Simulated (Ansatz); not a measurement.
**Ligand exchange: SiH3Br + C5H12 → SiH3(CH3) + C4H9Br**

Species: SiH3Br `[SiH3]Br`, singlet; C5H12 (pentane) `CCCCC`, singlet; SiH3(CH3) (methylsilane), singlet; C4H9Br (1-bromobutane) `CCCCBr`, singlet. The partners trade Br for CH3: Si–Br and C–CH3 bonds give way to Si–CH3 and C–Br.

Shapes, held fixed at every level: PBE0-D4/def2-TZVP. Flexible molecules stand in one conformer, not always the lowest. Programs: Ansatz 0.2.0. Electronic energies: no zero-point or thermal term.

Estimate ΔE of this reaction.

The highest level, CCSD(T)/def2-TZVPP, gives ΔE = +90.5 kJ/mol; the levels span +88.9 to +109.2. The column of differences is taken from that level and isn't an error. No measured value is set beside it here. Relativity is left out for Br unless named. Correlated rows may include outer-core shells of Br, which these sets cover unevenly.

```tsv
level	kind	ΔE (kJ/mol)	less CCSD(T)/def2-TZVPP
HF/def2-SVP	Hartree–Fock	+109.2	+18.7
HF/def2-TZVPP	Hartree–Fock	+104.2	+13.7
SPW92/def2-TZVPP	LDA	+88.9	-1.6
BHLYP-D4/def2-TZVPP	global hybrid	+96.8	+6.3
B2PLYP/def2-TZVPP	double hybrid	+91.7	+1.2
MP2/def2-SVP	perturbation theory	+105.0	+14.5
CCSD(T)/def2-SVP	coupled cluster or CI	+103.5	+13.0
CCSD(T)/def2-TZVPP	coupled cluster or CI	+90.5	0.0
```
